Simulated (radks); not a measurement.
Problem. The mean radii <r> (bohr) of the occupied orbitals of an atom or ion are listed with their occupations. Calculated with a radial shooting solver on a logarithmic mesh with Libxc functionals: scalar-relativistic Kohn-Sham, r2SCAN, spin-unpolarised, spherical densities, finite nucleus; meta-GGA in the generalised Kohn-Sham scheme; Fermi nuclear charge, rms radius of each element as measured or else 0.836 A^(1/3) + 0.57 fm.

orbital  occ.      <r>
1s          2  0.03040
2s          2   0.1316
2p          6   0.1149
3s          2   0.3575
3p          6   0.3565
3d         10   0.3347
4s          2   0.8786
4p          6   0.9543
4d          9    1.192

Name the element and its charge.

Solution. Z = 48, cadmium, charge +3: Cd3+ in [Kr] 4d9. The 1s radius gives Z: for a bare nucleus <r> = (2 gamma + 1)/(2Z) with gamma = sqrt(1 - (Z/c)^2), 0.02993 bohr for Z = 48, and screening makes it slightly larger (0.03040 here). The occupations add up to 45, and the charge is Z minus that.
